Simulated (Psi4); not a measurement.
nitrogen atom (N), quartet; LCCD/3-21G in Psi4.

Here is a job for Psi4.
```
memory 2 GB

molecule {
0 4
N     0.00000000    0.00000000    0.00000000
}

set {
  basis 3-21g
  reference uhf
}

energy('lccd')
print_variables()
```

The log (banner, timings and long lists left out):

```
   => Loading Basis Set <=

    Name: 3-21G
    Role: ORBITAL
    Keyword: BASIS

         ---------------------------------------------------------
                                   SCF
               by Justin Turney, Rob Parrish, Andy Simmonett
                          and Daniel G. A. Smith
                              UHF Reference
         ---------------------------------------------------------

  ==> Geometry <==

    Molecular point group: d2h
    Geometry (in Angstrom), charge = 0, multiplicity = 4:

       Center              X                  Y                   Z               Mass
    ------------   -----------------  -----------------  -----------------  -----------------
         N            0.000000000000     0.000000000000     0.000000000000    14.003074004430

  Running in d2h symmetry.

  Rotational constants: A = ************  B = ************  C = ************ [cm^-1]
  Rotational constants: A = ************  B = ************  C = ************ [MHz]
  Nuclear repulsion =    0.000000000000000

  Charge       = 0
  Multiplicity = 4
  Electrons    = 7
  Nalpha       = 5
  Nbeta        = 2

  ==> Algorithm <==

  SCF Algorithm Type is PK.
  DIIS enabled.
  MOM disabled.
  Fractional occupation disabled.
  Guess Type is CORE.
  Energy threshold   = 1.00e-08
  Density threshold  = 1.00e-08
  Integral threshold = 1.00e-12

  ==> Primary Basis <==

  Basis Set: 3-21G
    Blend: 3-21G
    Number of shells: 5
    Number of basis functions: 9
    Number of Cartesian functions: 9
    Spherical Harmonics?: false
    Max angular momentum: 1

  ==> Integral Setup <==

  Using in-core PK algorithm.
   Calculation information:
      Number of atoms:                   1
      Number of AO shells:               5
      Number of primitives:              9
      Number of atomic orbitals:         9
      Number of basis functions:         9

      Integral cutoff                 1.00e-12
      Number of threads:                 1

  Performing in-core PK
  Using 2070 doubles for integral storage.
  We computed 120 shell quartets total.
  Whereas there are 120 unique shell quartets.

  ==> DiskJK: Disk-Based J/K Matrices <==

    J tasked:                  Yes
    K tasked:                  Yes
    wK tasked:                  No
    Schwarz Cutoff:          1E-12

  Minimum eigenvalue in the overlap matrix is 2.4772694576E-01.
  Reciprocal condition number of the overlap matrix is 1.3478334007E-01.
    Using symmetric orthogonalization.

[...]
  @UHF Final Energy:   -54.10539039781184
    Total Energy =                        -54.1053903978118385
  DIE_IF_NOT_CONVERGED          => (empty)
[...]
	SCS-MP2 Total Energy (a.u.)        :   -54.12850377751629
	SOS-MP2 Total Energy (a.u.)        :   -54.12616811100123
	SCSN-MP2 Total Energy (a.u.)       :   -54.12616166513752
	SCS-MP2-VDW Total Energy (a.u.)    :   -54.13174938209276
	SOS-PI-MP2 Total Energy (a.u.)     :   -54.12776639663119
	MP2 Correlation Energy (a.u.)      :    -0.02778471273458
	MP2 Total Energy (a.u.)            :   -54.13317511054642
	==============================================================================

 ==============================================================================
 ================ Performing LCCD iterations... ===============================
 ==============================================================================

  Iter    E_corr           E_total            DE           T2 RMS
  ----   -------------    ---------------    ----------   ----------
   1     -0.0321111592    -54.1375015570     -4.33e-03     2.69e-04
   2     -0.0329420789    -54.1383324767     -8.31e-04     7.43e-05
   3     -0.0331876750    -54.1385780728     -2.46e-04     1.54e-05
   4     -0.0332199871    -54.1386103850     -3.23e-05     1.09e-06
   5     -0.0332202845    -54.1386106824     -2.97e-07     6.12e-08

 ==============================================================================
 ======================== LCCD ITERATIONS ARE CONVERGED =======================
 ==============================================================================

	==============================================================================
	================ LCCD [CEPA(0)] FINAL RESULTS ================================
	==============================================================================
	Nuclear Repulsion Energy (a.u.)    :     0.00000000000000
	SCF Energy (a.u.)                  :   -54.10539039781184
	REF Energy (a.u.)                  :   -54.10539039781184
	Alpha-Alpha Contribution (a.u.)    :    -0.01395077327433
	Alpha-Beta Contribution (a.u.)     :    -0.01919650603109
	Beta-Beta Contribution (a.u.)      :    -0.00007300523915
	LCCD Correlation Energy (a.u.)     :    -0.03322028454456
	LCCD Total Energy (a.u.)           :   -54.13861068235640
	==============================================================================

  Variable Map:
  ----------------------------------------------------------------------------
[...]
  Array Variable Map:
  ----------------------------------------------------------------------------
[...]
[...]
```
